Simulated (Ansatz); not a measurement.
The C1–Al2 bond of CH5Al (SMILES [CH3][AlH2]) is stretched (multiplicity 1, the rest rigid).
Geometry at rest (charge 0, multiplicity 1):
```xyz
7

C     -1.235    -0.095    -0.001
Al     0.714     0.049    -0.003
H     -1.680     0.544    -0.770
H     -1.592    -1.114    -0.156
H     -1.639     0.256     0.956
H      1.399     1.478     0.030
H      1.636    -1.239    -0.022
```

Frozen-core correlation.

The values were computed with Ansatz (Gaussian basis) for Hartree–Fock, density functionals and correlated methods. Each number belongs to the level named beside it.

FIC-MRCISD+Q on CASSCF(2,2)/cc-pV(T+d)Z, total energies (hartree):

```tsv
R (Å)	CASSCF	MRCISD	weight c² of the reference
1.955	-282.720877	-282.988979	0.90494
3.421	-282.619300	-282.871905	0.90433
6.256	-282.596274	-282.844020	0.90592
```

Question: Add the Davidson correction (E_MRCISD − E_CASSCF)(1 − c²)/c² and give the energies above the first point at the three levels.

Answer: 
Corrections (hartree): -0.028163, -0.026723, -0.025729. Above the first point (kcal/mol):
- R = 3.421 Å: CASSCF 63.7, MRCISD 73.5, with the correction 74.4
- R = 6.256 Å: CASSCF 78.2, MRCISD 91.0, with the correction 92.5

Ansatz is a program for electronic structure.
